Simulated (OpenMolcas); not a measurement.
Co6+: effect of the active space

```
Program             : OpenMolcas 26.06
Method              : MS-CASPT2 or its RAS form, IPEA 0.25 Eh, imaginary shift 0.1 Eh
Basis               : ANO-RCC-VTZP
Scalar Hamiltonian  : DKH2, point nucleus
Spin-orbit coupling : RASSI with atomic mean-field integrals over the reference wave functions, term energies averaged over their components
```

A. 3 electrons in 5 orbitals (3d); 2S+1 = 4 even, 10 roots; 2S+1 = 2 even, 40 roots kept (CI in the orbitals of an earlier block); closed shells correlated: 3s 3p; CASPT2 step roughly 8 core-seconds
B. 9 electrons in 8 orbitals (RAS1 3p, at most 2 holes; RAS2 3d); 2S+1 = 4 even, 10 roots; 2S+1 = 2 even, 40 roots; closed shells correlated: 3s; CASPT2 step of the order of 40 core-seconds
C. 3 electrons in 10 orbitals (3d 4d); 2S+1 = 4 even, 10 roots; 2S+1 = 2 even, 40 roots; closed shells correlated: 3s 3p; CASPT2 step roughly 5 core-minutes

Energies in cm-1 above 3d3 4F 3/2, the measured ground level; measured values from Sugar and Corliss, J. Phys. Chem. Ref. Data 10, 1097 (1981).

```json
{"Level": "3d3 4F 3/2", "A": "0.0", "B": "0.0", "C": "0.0", "Measured": "0.0"}
{"Level": "3d3 4F 5/2", "A": "736", "B": "751", "C": "737", "Measured": "698"}
{"Level": "3d3 4F 7/2", "A": "1717", "B": "1752", "C": "1720", "Measured": "1610"}
{"Level": "3d3 4F 9/2", "A": "2900", "B": "2960", "C": "2910", "Measured": "2723"}
{"Level": "3d3 4P 1/2", "A": "22190", "B": "22170", "C": "22180", "Measured": "21096"}
{"Level": "3d3 4P 3/2", "A": "22420", "B": "22390", "C": "22410", "Measured": "21304"}
{"Level": "3d3 4P 5/2", "A": "23360", "B": "23360", "C": "23360", "Measured": "22187"}
{"Level": "3d3 2G 7/2", "A": "24410", "B": "24460", "C": "24360", "Measured": ""}
{"Level": "3d3 2G 9/2", "A": "25380", "B": "25440", "C": "25340", "Measured": ""}
{"Level": "3d3 2P 3/2 [56 %]", "A": "31060", "B": "30990", "C": "30900", "Measured": ""}
{"Level": "3d3 2P 1/2", "A": "31440", "B": "31260", "C": "31190", "Measured": ""}
{"Level": "3d3 2H 9/2", "A": "33940", "B": "33670", "C": "33930", "Measured": ""}
{"Level": "3d3 2D 5/2(1)", "A": "34200", "B": "34360", "C": "34150", "Measured": ""}
{"Level": "3d3 2D 3/2(1) [59 %]", "A": "34380", "B": "34400", "C": "34230", "Measured": ""}
{"Level": "3d3 2H 11/2", "A": "34630", "B": "34350", "C": "34640", "Measured": ""}
{"Level": "3d3 2F 7/2", "A": "54330", "B": "54240", "C": "54260", "Measured": ""}
{"Level": "3d3 2F 5/2", "A": "54740", "B": "54660", "C": "54670", "Measured": ""}
{"Level": "3d3 2D 5/2(2)", "A": "85210", "B": "84270", "C": "85100", "Measured": ""}
{"Level": "3d3 2D 3/2(2)", "A": "85690", "B": "84760", "C": "85540", "Measured": ""}
```

Deviations, from unrounded energies. A percentage is the sum of absolute deviations over the sum of measured energies, with the sign that they share, or ± where signs differ.

| Against measurement | Levels | A | B | C |
| --- | --- | --- | --- | --- |
| mean absolute deviation (cm-1) | 6 | 620 | 630 | 610 |
| fine structure of the ground term (%) | 3 | +6.5 | +8.6 | +6.7 |
| other terms of the ground configuration (%) | 3 | +5.2 | +5.2 | +5.2 |

A, B, C lie about equally close to measurement. The largest miss of C in the table is 3d3 4P 5/2, by +1200 cm-1. The ranking rests on the paired levels alone, and a cruder setting can come out closer through cancelling errors.

The two smallest mean deviations differ by little beside CASPT2's spread within terms, so their order carries little weight.

Among A to C the level of the table that moves most is 3d3 2D 5/2(2), by 930 cm-1 (lowest in B, highest in A). Moves below CASPT2's spread within the term are not significant.

Term energies are means over components that CASPT2 splits; among the terms shown or strongly mixed into the levels shown the widest spread is 950 cm-1 (3d3 4F, B). Terms from blocks run as CI alone lack orbitals of their own (holds for A). Active for correlation alone: 3p; no level in the range computed is led by a configuration that opens it, so any true level of that kind is missing (holds for B). The CASPT2 spread within a term exceeds the gap to the next term for 3d3 2D(1) and 3d3 2H, so the order of their levels is uncertain (holds for B). Active for correlation alone: 4d; no level in the range computed is led by a configuration that fills it, so any true level of that kind is missing (holds for C). Computed and measured levels are paired by configuration, term and J; levels that our copy of the source lacks, or whose pairing is in doubt (as where it misses far off the trend of its configuration), stay unpaired and out of the deviations. Only configurations of the active space appear.

A share in square brackets marks a mixed level and gives the weight of the term that names it, the lowest over the columns. A number in round brackets counts repeated terms of one configuration in the order of the reference energies.
